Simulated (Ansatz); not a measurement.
C2H14Si4, SMILES [SiH3]C[SiH2][SiH2]C[SiH3].

Coordinates come from a PBE0-D3(BJ)/def2-SVP optimisation. The structure was generated by enumeration, and PubChem lists no compound with its InChIKey, so it may never have been made. The values are those of a single conformer.

Two levels are set side by side: PBE/def2-SVPD (Ansatz, a program for electronic structure) and PBE0/def2-SVPD (Ansatz). Energy differences of separate SCF runs at the same geometry; the states with an electron removed or added have multiplicity 2 and 2. Differences are taken from unrounded values.

```csv
quantity,PBE0
vertical ionisation energy (eV),9.37
vertical singlet–triplet gap (eV),5.74
```

Question: What does PBE give, and how far is it from PBE0? (Estimate from the structure and the level; the computed values follow.)

Answer: 
```csv
quantity,PBE,PBE minus PBE0
vertical ionisation energy (eV),9.04,-0.33
vertical singlet–triplet gap (eV),5.37,-0.36
```
